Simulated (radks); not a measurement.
Isoelectronic series with 2 electrons, all held in the configuration [He], which need not be the ground one along the series. All-electron calculation, non-relativistic Kohn-Sham, LDA (Slater exchange, Perdew-Wang correlation), spin-polarised, spherical densities, point nucleus. Program: a radial shooting solver on a logarithmic mesh with Libxc functionals. Total energies (hartree) and mean radii <r> (bohr):

\begin{tabular}{lrr}
ion & E (hartree) & 1s \\ \hline
He & -2.83446 & 0.9594 \\
Li+ & -7.14218 & 0.5848 \\
Be2+ & -13.44391 & 0.4208 \\
B3+ & -21.74229 & 0.3286 \\
C4+ & -32.03853 & 0.2696 \\
N5+ & -44.33326 & 0.2285 \\
O6+ & -58.62690 & 0.1983 \\
F7+ & -74.91968 & 0.1751 \\
Ne8+ & -93.21178 & 0.1568 \\
\end{tabular}
